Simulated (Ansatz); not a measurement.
Z-matrix (Å, degrees):
```
C
As 1 1.975
H 1 1.090 2 109.3
H 1 1.091 2 112.0 3 121.5
H 1 1.091 2 108.3 3 -117.9
C 2 1.975 1 97.5 3 -169.0
Si 2 2.359 1 95.8 3 -72.4
H 6 1.091 2 108.3 1 -73.0
H 6 1.091 2 112.0 1 47.6
H 6 1.090 2 109.3 1 169.1
H 7 1.492 2 111.2 1 -49.3
H 7 1.488 2 109.9 1 71.0
H 7 1.488 2 109.9 1 -169.5
```

Charge 0, multiplicity 1.

Question: List the B3LYP/def2-TZVPP orbital energies in eV (the Gaussian-basis code of Ansatz). (Estimate.)

Answer: Ansatz gave: Occupied: -11587.72, -1798.82, -1464.58, -1309.14, -1309.13, -1309.10, -276.89, -276.89, -189.75, -143.38, -136.92, -136.90, -136.78, -98.70, -98.68, -98.68, -44.12, -44.11, -44.02, -44.00, -43.96, -20.08, -18.83, -15.62, -13.82, -11.69, -11.58, -11.17, -11.08, -9.61, -9.55, -8.75, -8.03, -6.46. Lowest empty: 0.04, 0.21, 0.64, 1.00, 1.45, 1.77, 2.29, 2.54.

B3LYP here is the variant with VWN-RPA as its local correlation; programs differ in this.
